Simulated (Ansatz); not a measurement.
Consider the ligand exchange at the Si–S bond: `C=CCS[SiH3]` + `O[Si](O)(F)Cl` → `O[Si](F)(Cl)O[SiH3]` + `C=CCS`.

Program: Ansatz. Geometries: PBE0-D4/def2-TZVP. ΔE: electronic, gas phase. CBS: MP2 limit from def2 TZ/QZ plus the TZ coupled-cluster correction, frozen cores. This one scheme is used for every species. Functionals use def2-TZVPP. One conformer a species, not always the lowest.

`C=CCS[SiH3]`:

Cartesian coordinates in Å:
```
C -1.843 -0.362 -0.253
C -0.791 -1.055 0.162
C 0.116 -0.612 1.251
S 1.833 -0.341 0.666
Si 1.492 1.127 -0.842
H -2.114 0.584 0.205
H -2.470 -0.716 -1.063
H -0.532 -1.994 -0.322
H -0.248 0.301 1.725
H 0.218 -1.381 2.021
H 0.895 0.576 -2.084
H 2.839 1.673 -1.146
H 0.606 2.200 -0.319
```

`O[Si](O)(F)Cl`:

```xyz
7

O     1.034   -0.825   -0.311
Si   -0.077    0.308    0.014
O    -1.501   -0.411    0.241
F     0.370    1.124    1.297
Cl   -0.279    1.668   -1.471
H     1.955   -0.569   -0.380
H    -1.503   -1.296    0.610
```

`O[Si](F)(Cl)O[SiH3]`:

Cartesian coordinates in Å:
```
O 1.574 1.822 0.767
Si 1.168 0.554 -0.146
F 2.295 -0.555 -0.087
Cl 1.042 1.200 -2.057
O -0.207 -0.116 0.340
Si -1.555 -0.973 -0.055
H 1.537 1.732 1.720
H -2.481 -0.896 1.098
H -2.185 -0.382 -1.261
H -1.188 -2.386 -0.319
```

`C=CCS`:

Cartesian coordinates in Å:
```
C -0.544 -1.352 0.831
C 0.017 -0.173 0.604
C -0.230 0.656 -0.606
S 1.253 0.885 -1.639
H -1.236 -1.795 0.122
H -0.329 -1.919 1.729
H 0.712 0.240 1.332
H -0.957 0.175 -1.263
H -0.622 1.641 -0.345
H 1.937 1.643 -0.766
```

Is it downhill or uphill in electronic energy at CCSD(T)/CBS, and by how much? (Best estimate.)

The calculation gave: Downhill: ΔE = -10.0 kcal/mol.

What do these levels give: r2SCAN-D4, ωB97X-V, ωB97M-V, PBE0, CCSD(T)/def2-TZVPP, MP2/def2-QZVPP? (An estimate is asked.)

The calculation gave: r2SCAN-D4 -8.6, ωB97X-V -10.1, ωB97M-V -9.8, PBE0 -7.9, CCSD(T)/def2-TZVPP -10.6, MP2/def2-QZVPP -9.5 kcal/mol.

Largest T1 diagnostic among the species: 0.011.

From PBE to PBE0 (25 % exact exchange), in def2-TZVPP and without D4, ΔE moves by −1.2 kcal/mol. In def2-TZVPP, CCSD(T) changes the Hartree–Fock value by +5.7 kcal/mol (the triples alone add +1.2 kcal/mol) and MP2 by +6.7 kcal/mol.
